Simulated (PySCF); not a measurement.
C5H6N2O.
SMILES: `COc1cncnc1`

The closed-shell SCF was solved with PySCF and density fitting under several settings on one GFN2-xTB geometry (grid level 2 and gas phase unless stated).

| settings | basis functions | SCF cycles | E (Eh) | HOMO (eV) | LUMO (eV) | dipole (D) |
| --- | --- | --- | --- | --- | --- | --- |
| LC-wPBE/6-31G-J, energy threshold 1e-11 Eh | 120 | 16 | -378.5159 | -9.76 | 1.13 | 3.60 |
| PBE0/def2-SVPD, IEF-PCM methanol, damping 0.2 at the start, DIIS from the seventh cycle | 211 | 16 | -378.1678 | -7.25 | -1.33 | 4.39 |

Question: Estimate the row for these settings: revPBE/def2-SVPD, grid level 1, start guess sap.

Answer: 
| settings | basis functions | SCF cycles | E (Eh) | HOMO (eV) | LUMO (eV) | dipole (D) |
| --- | --- | --- | --- | --- | --- | --- |
| revPBE/def2-SVPD, grid level 1, start guess sap | 211 | 16 | -378.4864 | -5.65 | -2.10 | 3.34 |

Question: Over all rows, what range does the HOMO–LUMO gap span?

Answer: From 3.55 eV (revPBE/def2-SVPD, grid level 1, start guess sap) to 10.89 eV (LC-wPBE/6-31G-J, energy threshold 1e-11 Eh). The functional of the narrowest has no exact exchange, that of the widest range-separated exact exchange.

Question: And the dipole moment?

Answer: From 3.34 D (revPBE/def2-SVPD, grid level 1, start guess sap) to 4.39 D (PBE0/def2-SVPD, IEF-PCM methanol, damping 0.2 at the start, DIIS from the seventh cycle); the largest is 1.31 times the smallest, and the median is 3.60 D.

Whole jobs, the steps after the SCF included, on an Arm Neoverse V1 with one thread, no GPU (shared host):

| settings | work after the SCF | wall time | peak memory |
| --- | --- | --- | --- |
| LC-wPBE/6-31G-J, energy threshold 1e-11 Eh | shieldings, ring-centre shieldings | 30 s | 0.62 GiB |
| PBE0/def2-SVPD, IEF-PCM methanol, damping 0.2 at the start, DIIS from the seventh cycle | 25 singlets by full TDDFT, 2 Tamm–Dancoff triplets, polarisability | 68 s | 1.0 GiB |
| revPBE/def2-SVPD, grid level 1, start guess sap | shieldings, ring-centre shieldings, density and orbital grids written | 38 s | 0.70 GiB |

Geometry: GFN2-xTB, one conformer.

Conformer computed: `[CH3:1][O:2][c:3]1[cH:4][n:5][cH:6][n:7][cH:8]1`: C1–O2–C3–C4 180°.
